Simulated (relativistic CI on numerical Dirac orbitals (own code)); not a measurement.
## Cr⁶⁺: K-alpha X-ray emission

Computed with this model: Dirac-Coulomb-Breit CI, KLI orbitals optimised for each configuration, a model potential for QED, multiplet model of X-ray emission after core ionisation, unscaled Slater integrals; configurations [Ne] 3s2 3p6 → 1s 2s2 2p6 3s2 3p6 → [He] 2s2 2p5 3s2 3p6; 300 K; Lorentzian 1.8 eV and Gaussian 0.6 eV FWHM. Energies are those of the free ion, without screening or charge transfer. S is read from ⟨S²⟩ = S(S + 1).

free ion: ground-state S = 0.00, centroid 5407.15 eV. Peaks (eV, height): 5401.6 (51), 5410.0 (100).

Strongest unbroadened transitions for free ion:

```tsv
Energy (eV)	Relative strength
5401.52	50.1
5409.97	100.0
```
